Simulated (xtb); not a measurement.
Input file for xtb: GFN2-xTB on ClH2NPb (SMILES [NH2][Pb][Cl]), a point of a torsion scan.

```
$ xtb mol.xyz --gfn 2 --opt vtight --chrg 0 --uhf 0 --input xcontrol
5

N     -0.97093302    -0.06842834    -0.22379673
Pb     0.89891750    -0.85086388    -0.33827035
Cl     1.94249647    -1.29248886    -2.39031020
H     -1.08936217     0.96574864    -0.19717047
H     -1.64251444    -0.42524871     0.50255034
$constrain
  force constant=1.0
  dihedral: 4,1,2,3,270.0
$end
```

Program output:

```
[...]
           -------------------------------------------------
          |                Calculation Setup                |
           -------------------------------------------------



           -------------------------------------------------
          |                 G F N 2 - x T B                 |
           -------------------------------------------------

        Reference                      10.1021/acs.jctc.8b01176
      * Hamiltonian:
        H0-scaling (s, p, d)           1.850000    2.230000    2.230000
        zeta-weighting                 0.500000
      * Dispersion:
        s8                             2.700000
        a1                             0.520000
        a2                             5.000000
        s9                             5.000000
      * Repulsion:
        kExp                           1.500000    1.000000
        rExp                           1.000000
      * Coulomb:
        alpha                          2.000000
        third order                    shell-resolved
        anisotropic                    true
        a3                             3.000000
        a5                             4.000000
        cn-shift                       1.200000
        cn-exp                         4.000000
        max-rad                        5.000000


          ...................................................
          :                      SETUP                      :
          :.................................................:
          :  # basis functions                  20          :
          :  # atomic orbitals                  19          :
          :  # shells                            9          :
          :  # electrons                        18          :
          :  max. iterations                   250          :
          :  Hamiltonian                  GFN2-xTB          :
          :  restarted?                      false          :
          :  GBSA solvation                  false          :
          :  PC potential                    false          :
          :  electronic temp.          300.0000000     K    :
          :  accuracy                    1.0000000          :
          :  -> integral cutoff          0.2500000E+02      :
          :  -> integral neglect         0.1000000E-07      :
          :  -> SCF convergence          0.1000000E-05 Eh   :
          :  -> wf. convergence          0.1000000E-03 e    :
          :  Broyden damping             0.4000000          :
          :  net charge                          0          :
          :  unpaired electrons                  0          :
          ...................................................

 iter      E             dE          RMSdq      gap      omega  full diag
   1    -10.8020014 -0.108020E+02  0.107E+01    1.94       0.0  T
   2    -10.8188027 -0.168013E-01  0.497E+00    2.28       1.0  T
   3    -10.8200060 -0.120334E-02  0.195E+00    1.96       1.0  T
   4    -10.8202001 -0.194109E-03  0.822E-01    2.16       1.0  T
   5    -10.8203916 -0.191456E-03  0.185E-01    2.08       1.0  T
   6    -10.8204138 -0.221813E-04  0.177E-01    2.07       1.0  T
   7    -10.8204305 -0.167004E-04  0.479E-02    2.07       1.0  T
   8    -10.8204335 -0.301980E-05  0.164E-02    2.07       2.7  T
   9    -10.8204337 -0.229815E-06  0.389E-03    2.07      11.5  T
  10    -10.8204337 -0.646624E-08  0.794E-04    2.07      56.3  T
  11    -10.8204337 -0.367884E-09  0.531E-04    2.07      84.3  T

   *** convergence criteria satisfied after 11 iterations ***

         #    Occupation            Energy/Eh            Energy/eV
      -------------------------------------------------------------
         1        2.0000           -1.0241084             -27.8674
       ...           ...                  ...                  ...
         3        2.0000           -0.5667091             -15.4209
         4        2.0000           -0.4879689             -13.2783
         5        2.0000           -0.4495295             -12.2323
         6        2.0000           -0.4208039             -11.4507
         7        2.0000           -0.4139130             -11.2631
         8        2.0000           -0.3995673             -10.8728
         9        2.0000           -0.3499161              -9.5217 (HOMO)
        10                         -0.2738864              -7.4528 (LUMO)
        11                         -0.1679287              -4.5696
        12                          0.0044630               0.1214
        13                          0.0597978               1.6272
        14                          0.0598594               1.6289
       ...                                ...                  ...
        19                          0.1595291               4.3410
      -------------------------------------------------------------
                  HL-Gap            0.0760296 Eh            2.0689 eV
             Fermi-level           -0.3119013 Eh           -8.4873 eV

 SCC (total)  
[...]
   -1.0100772             -27.4856
       ...           ...                  ...                  ...
         3        2.0000           -0.5710057             -15.5379
         4        2.0000           -0.4861275             -13.2282
         5        2.0000           -0.4388196             -11.9409
         6        2.0000           -0.4140577             -11.2671
         7        2.0000           -0.3976767             -10.8213
         8        2.0000           -0.3889580             -10.5841
         9        2.0000           -0.3577650              -9.7353 (HOMO)
        10                         -0.2841690              -7.7326 (LUMO)
        11                         -0.1420630              -3.8657
        12                         -0.1074829              -2.9248
        13                          0.0749140               2.0385
        14                          0.0755168               2.0549
       ...                                ...                  ...
        19                          0.2174043               5.9159
      -------------------------------------------------------------
                  HL-Gap            0.0735960 Eh            2.0026 eV
             Fermi-level           -0.3209670 Eh           -8.7340 eV

 SCC (total)                   0 d,  0 h,  0 min,  0.004 sec
 SCC setup                      ...        0 min,  0.000 sec (  2.274%)
 Dispersion                     ...        0 min,  0.000 sec (  0.657%)
 classical contributions        ...        0 min,  0.000 sec (  0.210%)
 integral evaluation            ...        0 min,  0.001 sec ( 31.035%)
 iterations                     ...        0 min,  0.001 sec ( 21.835%)
 molecular gradient             ...        0 min,  0.002 sec ( 40.747%)
 printout                       ...        0 min,  0.000 sec (  2.762%)

         :::::::::::::::::::::::::::::::::::::::::::::::::::::
         ::                     SUMMARY                     ::
         :::::::::::::::::::::::::::::::::::::::::::::::::::::
         :: total energy             -10.812697719979 Eh    ::
         :: gradient norm              0.000049094822 Eh/a0 ::
         :: HOMO-LUMO gap              2.002648844089 eV    ::
         ::.................................................::
         :: SCC energy               -10.852130271791 Eh    ::
         :: -> isotropic ES            0.058436859652 Eh    ::
         :: -> anisotropic ES          0.004944569450 Eh    ::
         :: -> anisotropic XC          0.002516177392 Eh    ::
         :: -> dispersion             -0.002637778978 Eh    ::
         :: repulsion energy           0.039282495907 Eh    ::
         :: add. restraining           0.000150055905 Eh    ::
         :: total charge               0.000000000000 e     ::
         :::::::::::::::::::::::::::::::::::::::::::::::::::::

           -------------------------------------------------
          |                Property Printout                |
           -------------------------------------------------

    * Orbital Energies and Occupations

         #    Occupation            Energy/Eh            Energy/eV
      -------------------------------------------------------------
         1        2.0000           -1.0100772             -27.4856
         2        2.0000           -0.8785323             -23.9061
         3        2.0000           -0.5710057             -15.5379
         4        2.0000           -0.4861275             -13.2282
         5        2.0000           -0.4388196             -11.9409
         6        2.0000           -0.4140577             -11.2671
         7        2.0000           -0.3976767             -10.8213
         8        2.0000           -0.3889580             -10.5841
         9        2.0000           -0.3577650              -9.7353 (HOMO)
        10                         -0.2841690              -7.7326 (LUMO)
        11                         -0.1420630              -3.8657
        12                         -0.1074829              -2.9248
        13                          0.0749140               2.0385
        14                          0.0755168               2.0549
        15                          0.0760910               2.0705
        16                          0.0769279               2.0933
        17                          0.0869960               2.3673
        18                          0.1599259               4.3518
        19                          0.2174043               5.9159
      -------------------------------------------------------------
                  HL-Gap            0.0735960 Eh            2.0026 eV
             Fermi-level           -0.3209670 Eh           -8.7340 eV

     #   Z          covCN         q      C6AA      α(0)
     1   7 N        2.581    -0.498    33.275     8.567
     2  82 Pb       1.707     0.666   424.739    43.042
     3  17 Cl       0.840    -0.441   113.576    16.303
     4   1 H        0.860     0.149     1.408     1.859
     5   1 H        0.866     0.125     1.582     1.970

 Mol. C6AA /au·bohr⁶  :       1532.132665
 Mol. C8AA /au·bohr⁸  :     130510.217126
 Mol. α(0) /au        :         71.740963


Wiberg/Mayer (AO) data.
largest (>0.10) Wiberg bond orders for each atom

 ---------------------------------------------------------------------------
     #   Z sym  total        # sym  WBO       # sym  WBO       # sym  WBO
 ---------------------------------------------------------------------------
Note: The following floating-point exceptions are signalling: IEEE_UNDERFLOW_FLAG IEEE_DENORMAL
normal termination of xtb
     1   7 N    3.083 --     2 Pb   1.101     5 H    0.966     4 H    0.956
     2  82 Pb   2.027 --     1 N    1.101     3 Cl   0.893
     3  17 Cl   0.957 --     2 Pb   0.893
     4   1 H    0.978 --     1 N    0.956
     5   1 H    0.984 --     1 N    0.966
 ---------------------------------------------------------------------------

Topologies differ in total number of bonds
Writing topology from bond orders to xtbtopo.mol

molecular dipole:
                 x           y           z       tot (Debye)
 q only:       -0.039      -0.122       2.254
   full:       -0.119      -0.058       2.666       6.785
molecular quadrupole (traceless):
                xx          xy          yy          xz          yz          zz
 q only:        2.110       0.668       6.344       9.068      -6.989      -8.455
  q+dip:        2.207       0.293       6.793       9.902      -8.093      -9.000
   full:        1.934       1.851       7.305       9.348      -7.948      -9.239

           -------------------------------------------------
          |                Geometry Summary                 |
           -------------------------------------------------

      molecular mass/u    :      258.6924303
   center of mass at/Å    :        0.9890018      -0.9787088      -0.3410234
  moments of inertia/u·Å² :        0.6913737E+02   0.2042987E+03   0.2716289E+03
rotational constants/cm⁻¹ :        0.2438281E+00   0.8251464E-01   0.6206126E-01

 * 2 selected distances

     #   Z          #   Z                                           value/Å
     1   7 N        4   1 H                                       1.0051916 (min)
     1   7 N        5   1 H                                       1.0155327 (max)

 * 1 distinct bonds (by element types)

   Z      Z             #   av. dist./Å        max./Å        min./Å
   1 H    7 N           2     1.0103621     1.0155327     1.0051916


optimized geometry written to: xtbopt.xyz


           -------------------------------------------------
          | TOTAL ENERGY              -10.812697719979 Eh   |
          | GRADIENT NORM               0.000049094822 Eh/α |
          | HOMO-LUMO GAP               2.002648844089 eV   |
           -------------------------------------------------

------------------------------------------------------------------------
------------------------------------------------------------------------
 total:
 SCF:
 ANC optimizer:
```

The run finished.

Warnings raised: the energy holds the restraint's term.

Cost: roughly 0.10 core-seconds.
